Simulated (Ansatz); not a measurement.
Relaxation of the cluster Ga₇Sb₇ (charge 0, singlet) with RKS r2SCAN-D4/def2-SVP in Ansatz.

Positions (Å) and forces (eV/Å) at steps 21, 22, 23, 24, 25, 26, 27, 28, 31, 34, 35, 36, 37 of 37:

```xyz
14
step=21 energy=-412393.2057 eV
Ga    5.277    0.531   -2.395   -0.047   -0.035    0.023
Ga    3.359   -2.414   -2.998    0.189   -0.112    0.025
Ga    0.250   -2.591    0.237   -0.064    0.017    0.086
Ga    2.555    0.569   -3.388   -0.034   -0.043   -0.001
Ga    2.735    1.971   -0.070   -0.035    0.111   -0.026
Ga    0.429    0.074    0.393   -0.036   -0.015   -0.045
Ga    2.986   -1.117   -0.556   -0.310   -0.171   -0.019
Sb    3.760    2.701   -2.385    0.032    0.014    0.015
Sb    0.817   -1.242   -2.302    0.136    0.211    0.046
Sb    2.194   -1.655    1.946    0.127   -0.026   -0.028
Sb    0.270    2.583    0.225    0.013    0.022    0.001
Sb    4.225    0.504    1.613   -0.063   -0.073    0.027
Sb    5.602   -1.153   -0.351    0.116    0.084   -0.109
Sb    4.609   -0.687   -4.632   -0.024    0.017    0.006
14
step=22 energy=-412393.3019 eV
Ga    5.276    0.575   -2.451   -0.059   -0.021    0.037
Ga    3.500   -2.463   -2.873    0.147   -0.025   -0.073
Ga    0.176   -2.563    0.269   -0.098    0.015    0.052
Ga    2.560    0.598   -3.428    0.004    0.019    0.070
Ga    2.726    2.002   -0.075   -0.074    0.073    0.022
Ga    0.439    0.098    0.371    0.012   -0.096   -0.060
Ga    2.973   -1.263   -0.523   -0.222   -0.183    0.002
Sb    3.748    2.725   -2.379    0.043    0.030   -0.051
Sb    0.872   -1.175   -2.274    0.034    0.139    0.064
Sb    2.174   -1.711    1.970    0.115    0.008   -0.036
Sb    0.265    2.609    0.245    0.010    0.076   -0.001
Sb    4.175    0.456    1.576   -0.022   -0.090   -0.051
Sb    5.599   -1.133   -0.445    0.133    0.136    0.019
Sb    4.584   -0.681   -4.649   -0.024   -0.082    0.007
14
step=23 energy=-412393.3612 eV
Ga    5.257    0.616   -2.490    0.026   -0.060    0.012
Ga    3.634   -2.530   -2.792    0.055    0.096   -0.174
Ga    0.065   -2.532    0.321   -0.071    0.041    0.020
Ga    2.579    0.635   -3.417   -0.006    0.008    0.091
Ga    2.706    2.053   -0.091   -0.054   -0.041    0.050
Ga    0.455    0.117    0.341    0.100   -0.110   -0.058
Ga    2.974   -1.457   -0.502    0.017   -0.095   -0.010
Sb    3.757    2.772   -2.381   -0.002    0.031   -0.083
Sb    0.918   -1.104   -2.231   -0.099    0.020    0.008
Sb    2.171   -1.778    1.981    0.052    0.068   -0.037
Sb    0.250    2.641    0.257   -0.007    0.058    0.027
Sb    4.116    0.413    1.518    0.049   -0.051   -0.062
Sb    5.629   -1.087   -0.520   -0.044    0.131    0.192
Sb    4.556   -0.687   -4.657   -0.015   -0.096    0.026
14
step=24 energy=-412393.3960 eV
Ga    5.229    0.587   -2.467    0.103    0.032   -0.044
Ga    3.699   -2.528   -2.890   -0.027   -0.004    0.106
Ga   -0.075   -2.438    0.429    0.039   -0.010    0.033
Ga    2.584    0.622   -3.341   -0.032   -0.020   -0.075
Ga    2.663    2.076   -0.106    0.167    0.052    0.009
Ga    0.589    0.117    0.281   -0.093    0.099    0.053
Ga    2.975   -1.612   -0.547    0.351   -0.132   -0.157
Sb    3.770    2.781   -2.394   -0.065   -0.039    0.016
Sb    0.897   -1.110   -2.231   -0.032   -0.002    0.041
Sb    2.232   -1.817    1.953   -0.169    0.017   -0.059
Sb    0.224    2.650    0.274   -0.033   -0.105    0.042
Sb    4.073    0.427    1.505    0.034    0.124   -0.018
Sb    5.654   -1.012   -0.451   -0.234   -0.102    0.089
Sb    4.553   -0.670   -4.676   -0.009    0.091   -0.036
14
step=25 energy=-412393.4018 eV
Ga    5.268    0.611   -2.484   -0.053   -0.017    0.047
Ga    3.781   -2.521   -2.869    0.036   -0.034   -0.271
Ga   -0.198   -2.397    0.474    0.121    0.067   -0.001
Ga    2.575    0.609   -3.325   -0.125   -0.196    0.041
Ga    2.647    2.110   -0.098    0.141    0.069   -0.087
Ga    0.624    0.143    0.259   -0.001   -0.009    0.059
Ga    3.067   -1.777   -0.596   -0.268    0.042    0.243
Sb    3.749    2.776   -2.401   -0.023    0.008    0.023
Sb    0.877   -1.137   -2.186    0.260    0.105   -0.046
Sb    2.196   -1.817    1.904   -0.021    0.076   -0.170
Sb    0.211    2.675    0.324   -0.004   -0.124    0.023
Sb    4.055    0.444    1.462   -0.039   -0.021    0.128
Sb    5.660   -0.997   -0.445    0.006    0.046    0.035
Sb    4.553   -0.650   -4.683   -0.031   -0.013   -0.022
14
step=26 energy=-412393.4320 eV
Ga    5.239    0.585   -2.460   -0.047    0.047    0.022
Ga    3.709   -2.512   -2.927    0.060   -0.011   -0.064
Ga   -0.134   -2.416    0.443    0.025   -0.008    0.002
Ga    2.562    0.589   -3.368   -0.013   -0.031    0.035
Ga    2.697    2.137   -0.093   -0.006   -0.042   -0.002
Ga    0.620    0.127    0.268    0.046    0.039    0.021
Ga    3.045   -1.749   -0.578    0.021    0.006    0.021
Sb    3.732    2.759   -2.434    0.038    0.004    0.034
Sb    0.913   -1.138   -2.202   -0.043    0.025   -0.018
Sb    2.195   -1.797    1.915   -0.029    0.019   -0.044
Sb    0.247    2.648    0.337   -0.045    0.012   -0.022
Sb    4.046    0.463    1.522    0.004    0.037    0.023
Sb    5.633   -0.984   -0.394    0.023   -0.048   -0.013
Sb    4.565   -0.637   -4.697   -0.035   -0.048    0.003
14
step=27 energy=-412393.4362 eV
Ga    5.219    0.577   -2.441    0.019   -0.007    0.001
Ga    3.732   -2.547   -2.948   -0.010    0.011    0.029
Ga   -0.123   -2.406    0.439    0.005   -0.025   -0.013
Ga    2.554    0.591   -3.348    0.008   -0.014   -0.001
Ga    2.685    2.132   -0.084    0.007    0.007    0.001
Ga    0.631    0.139    0.270    0.019    0.004   -0.004
Ga    3.051   -1.743   -0.602    0.011   -0.032   -0.037
Sb    3.734    2.761   -2.413    0.026    0.002   -0.005
Sb    0.902   -1.134   -2.207   -0.031   -0.001    0.024
Sb    2.206   -1.782    1.892   -0.025    0.019    0.056
Sb    0.229    2.654    0.324    0.002   -0.012   -0.009
Sb    4.062    0.474    1.524   -0.014   -0.009    0.017
Sb    5.640   -1.001   -0.385   -0.016    0.029   -0.017
Sb    4.547   -0.645   -4.686   -0.001    0.028   -0.042
14
step=28 energy=-412393.4305 eV rejected
Ga    5.225    0.569   -2.448   -0.037    0.006   -0.013
Ga    3.721   -2.542   -2.946    0.017   -0.022   -0.004
Ga   -0.122   -2.466    0.419    0.059    0.094   -0.045
Ga    2.548    0.605   -3.314    0.018    0.039   -0.062
Ga    2.703    2.179   -0.085   -0.072    0.029   -0.003
Ga    0.720    0.123    0.262   -0.076    0.095    0.057
Ga    3.050   -1.783   -0.595   -0.031   -0.025   -0.029
Sb    3.768    2.773   -2.417   -0.023   -0.026    0.042
Sb    0.887   -1.120   -2.195    0.021   -0.075   -0.005
Sb    2.167   -1.750    1.906    0.050   -0.082    0.039
Sb    0.220    2.625    0.293    0.065   -0.009    0.014
Sb    4.049    0.487    1.525   -0.036    0.014   -0.002
Sb    5.623   -0.993   -0.377    0.034   -0.014    0.022
Sb    4.508   -0.635   -4.694    0.011   -0.024   -0.013
14
step=31 energy=-412393.4413 eV
Ga    5.213    0.557   -2.442   -0.007   -0.006   -0.006
Ga    3.732   -2.556   -2.952    0.012    0.006   -0.014
Ga   -0.087   -2.443    0.385    0.003   -0.002   -0.014
Ga    2.548    0.603   -3.334    0.007    0.011   -0.011
Ga    2.684    2.186   -0.093   -0.021    0.004   -0.013
Ga    0.714    0.144    0.291    0.005    0.017    0.020
Ga    3.046   -1.802   -0.606    0.000    0.011    0.022
Sb    3.766    2.765   -2.417   -0.009   -0.001    0.008
Sb    0.889   -1.119   -2.188    0.001   -0.007   -0.003
Sb    2.188   -1.769    1.910    0.006   -0.009   -0.005
Sb    0.219    2.647    0.322    0.002    0.007    0.012
Sb    4.026    0.495    1.522   -0.001    0.002   -0.002
Sb    5.616   -0.990   -0.361   -0.001   -0.016    0.000
Sb    4.514   -0.644   -4.699    0.003   -0.018    0.007
14
step=34 energy=-412393.4457 eV
Ga    5.175    0.485   -2.436   -0.030   -0.014   -0.004
Ga    3.730   -2.624   -2.939   -0.035   -0.007    0.021
Ga    0.032   -2.531    0.204   -0.019   -0.013    0.054
Ga    2.549    0.666   -3.381    0.024   -0.015    0.022
Ga    2.605    2.324   -0.167   -0.066    0.014   -0.023
Ga    0.906    0.185    0.383   -0.001    0.011   -0.077
Ga    3.045   -1.869   -0.590    0.020    0.042    0.020
Sb    3.842    2.774   -2.428   -0.005    0.009   -0.009
Sb    0.921   -1.057   -2.153    0.034    0.011   -0.022
Sb    2.150   -1.776    1.947   -0.014   -0.025   -0.001
Sb    0.170    2.656    0.467    0.067   -0.031    0.003
Sb    3.903    0.546    1.442    0.021   -0.022    0.013
Sb    5.581   -1.004   -0.309    0.003   -0.006    0.008
Sb    4.458   -0.703   -4.704   -0.001    0.045   -0.006
14
step=35 energy=-412393.4498 eV
Ga    5.161    0.485   -2.429    0.050    0.011    0.001
Ga    3.715   -2.608   -2.934   -0.003   -0.031   -0.008
Ga    0.012   -2.516    0.227   -0.018   -0.021    0.031
Ga    2.554    0.661   -3.377   -0.033   -0.001   -0.023
Ga    2.606    2.308   -0.176   -0.006    0.034   -0.003
Ga    0.906    0.177    0.351   -0.012    0.010   -0.009
Ga    3.050   -1.844   -0.579    0.037   -0.007    0.020
Sb    3.835    2.780   -2.437    0.005   -0.028    0.027
Sb    0.934   -1.077   -2.168    0.004    0.026   -0.010
Sb    2.147   -1.782    1.948   -0.029   -0.010   -0.012
Sb    0.184    2.647    0.477   -0.001   -0.007    0.002
Sb    3.906    0.537    1.444    0.010   -0.002   -0.009
Sb    5.592   -1.006   -0.308    0.003    0.018   -0.017
Sb    4.465   -0.692   -4.705   -0.008    0.009    0.009
14
step=36 energy=-412393.4501 eV
Ga    5.192    0.497   -2.435   -0.062    0.004   -0.031
Ga    3.703   -2.614   -2.940    0.012    0.006    0.008
Ga   -0.021   -2.506    0.257   -0.004    0.003    0.001
Ga    2.546    0.653   -3.376    0.048    0.008    0.014
Ga    2.602    2.302   -0.166    0.058    0.011   -0.003
Ga    0.888    0.177    0.328    0.001   -0.030    0.025
Ga    3.067   -1.829   -0.577    0.014   -0.006    0.007
Sb    3.831    2.766   -2.425   -0.009    0.030   -0.016
Sb    0.935   -1.089   -2.172    0.019    0.001    0.008
Sb    2.141   -1.782    1.937   -0.005    0.000    0.000
Sb    0.182    2.647    0.477   -0.036    0.010    0.005
Sb    3.917    0.530    1.442   -0.020   -0.001   -0.017
Sb    5.615   -0.995   -0.318   -0.025   -0.030    0.015
Sb    4.469   -0.684   -4.698    0.007   -0.006   -0.017
14
step=37 energy=-412393.4522 eV
Ga    5.176    0.491   -2.439    0.001   -0.008    0.005
Ga    3.708   -2.622   -2.933    0.000    0.007   -0.002
Ga   -0.014   -2.517    0.242   -0.008    0.000   -0.010
Ga    2.556    0.666   -3.381   -0.006   -0.002    0.000
Ga    2.597    2.326   -0.177   -0.015   -0.001    0.009
Ga    0.910    0.178    0.340    0.015    0.004   -0.005
Ga    3.070   -1.844   -0.566   -0.011   -0.001   -0.001
Sb    3.839    2.779   -2.431    0.000   -0.004   -0.006
Sb    0.952   -1.079   -2.164   -0.003   -0.004   -0.006
Sb    2.130   -1.788    1.946    0.007    0.004    0.004
Sb    0.178    2.646    0.496    0.010   -0.004   -0.002
Sb    3.896    0.530    1.426    0.002    0.001    0.004
Sb    5.607   -1.000   -0.317    0.011    0.008    0.001
Sb    4.463   -0.692   -4.704   -0.004    0.000    0.007
```

In the def2 sets Sb takes a core potential; there is no spin–orbit coupling. Single mean-field runs in def2-SVP are fitted with def2-universal-jkfit. The restricted singlet is unstable towards broken spin symmetry in Hartree–Fock (as tested in another run); at r2SCAN-D4/def2-SVP this wasn't settled. The structure comes from a short search, and lower isomers may exist.
